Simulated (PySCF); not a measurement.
Species: C₇H₇F₃.
Bonds: F1–C2, C2–F3, C2–C4 (double), C4–F5, C4–C6, C6–C7, C7–C8, C8–C9 (double), C9–C10, C6–C10. Hydrogens: H11 on C6; H12, H13 on C7; H14 on C8; H15 on C9; H16, H17 on C10.

All values: CAM-B3LYP/def2-SVPD (PySCF, non-relativistic), on one gas-phase PBE0-D3(BJ)/def2-SVP geometry that isn't relaxed in the solvent. The solvent is an IEF-PCM continuum (Bondi radii, 1.10 Å for H, scaled by 1.2), and excitations are vertical TDDFT with non-equilibrium linear response and a frozen core. Specific hydrogen bonds and non-electrostatic terms are outside this model.

Gas-phase singlets (H = HOMO, L = LUMO):

```tsv
state	E (eV)	λ (nm)	f	leading configurations
S1	6.491	191	0.007	H-1→L 82%
S2	6.829	182	0.006	H→L 59%, H→L+2 37%
S3	6.978	178	0.232	H→L+1 94%
S4	7.225	172	0.003	H-1→L+4 40%, H-1→L+2 16%, H-1→L+8 13%
S5	7.414	167	0.043	H-1→L+1 92%
```

**Question.** Give the list for methanol (ε = 32.61), n² = 1.77.

**Answer.** 
```json
{"state": "S1", "E (eV)": "6.442", "λ (nm)": "192", "f": "0.007", "leading configurations": "H-1→L 86%", "change by rank (eV)": "-0.049"}
{"state": "S2", "E (eV)": "6.802", "λ (nm)": "182", "f": "0.009", "leading configurations": "H→L 46%, H→L+2 44%", "change by rank (eV)": "-0.027"}
{"state": "S3", "E (eV)": "6.877", "λ (nm)": "180", "f": "0.292", "leading configurations": "H→L+1 95%", "change by rank (eV)": "-0.101"}
{"state": "S4", "E (eV)": "7.178", "λ (nm)": "173", "f": "0.002", "leading configurations": "H-1→L+4 40%, H-1→L+2 27%, H-1→L+7 10%", "change by rank (eV)": "-0.047"}
{"state": "S5", "E (eV)": "7.504", "λ (nm)": "165", "f": "0.221", "leading configurations": "H-1→L+1 77%, H-1→L+3 14%", "change by rank (eV)": "+0.090"}
```

**Question.** What are the lowest 5 singlets in water (ε = 78.36)?

**Answer.** 
| state | E (eV) | λ (nm) | f | leading configurations | change by rank (eV) |
| --- | --- | --- | --- | --- | --- |
| S1 | 6.440 | 193 | 0.007 | H-1→L 86% | -0.051 |
| S2 | 6.802 | 182 | 0.009 | H→L 46%, H→L+2 45% | -0.027 |
| S3 | 6.875 | 180 | 0.293 | H→L+1 95% | -0.103 |
| S4 | 7.176 | 173 | 0.002 | H-1→L+4 40%, H-1→L+2 27%, H-1→L+7 10% | -0.049 |
| S5 | 7.505 | 165 | 0.224 | H-1→L+1 77%, H-1→L+3 14% | +0.091 |

**Question.** The ground-state energy changes by -0.119 eV from gas to water. By how much does the total energy of gas-phase S1 change?

**Answer.** E(S1) = E(S0) + excitation energy, so it changes by -0.119 − 0.051 = -0.170 eV: it is lowered more than the ground state, which is what a red shift means. This is the vertical state, with the slow part of the continuum still set for S0.

**Question.** How do the frontier levels move from gas to water?

**Answer.** 
```tsv
orbital	gas (eV)	solvent (eV)	change (eV)
LUMO+2	1.64	1.75	+0.11
LUMO+1	1.35	1.57	+0.22
LUMO	1.05	1.14	+0.09
HOMO	-8.54	-8.32	+0.22
HOMO-1	-8.57	-8.50	+0.07
HOMO-2	-11.66	-11.38	+0.28
HOMO-3	-11.78	-11.51	+0.27
```

The HOMO–LUMO gap goes from 9.59 to 9.45 eV.

The run took 61 s on an Arm Neoverse V2 with one thread, shared host with 32 logical CPUs at a one-minute load of 9.2, and the process peaked at 1.4 GiB of memory. This is the whole response run at CAM-B3LYP/def2-SVPD in water, SCF included.
